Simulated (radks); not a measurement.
Polarisability of the calcium ion Ca+, [Ar] 4s1, at imaginary frequency. All-electron calculation, scalar-relativistic Kohn-Sham, LB94 model potential, spin-unpolarised, spherical densities, finite nucleus; Fermi nuclear charge, rms radius 3.4776 fm. Program: a radial shooting solver on a logarithmic mesh with Libxc functionals. Response by self-consistent Sternheimer equations with the Hartree and adiabatic LDA kernel, the relativistic mass of each level held fixed and spin-orbit coupling left out.

w (hartree)  alpha1(iw) (bohr^3)  alpha2(iw) (bohr^5)
0.00266                    49.92                122.7
0.0143                     49.47                135.0
0.0360                     47.13                181.4
0.0697                     40.91                234.4
0.118                      30.90                246.4
0.186                      20.51                215.0
0.280                      12.77                160.1
0.413                      7.997                104.3
0.605                      5.199                61.60
0.892                      3.432                34.04
1.35                       2.146                17.82
2.12                       1.168                8.601
3.59                      0.5164                3.519
6.94                      0.1741                1.054
17.5                     0.03804               0.1758

Static values: alpha1 = 49.93 bohr^3 (7.400 angstrom^3; uncoupled 67.61), alpha2 = 122.3 bohr^5, alpha3 = 5882 bohr^7. C6 = 303.0, C8 = 9890, triple-dipole C9 = 10710 atomic units. One-pole (London) frequency 4 C6 / (3 alpha1^2) = 0.162 hartree, against 0.471 for minus the highest occupied eigenvalue.
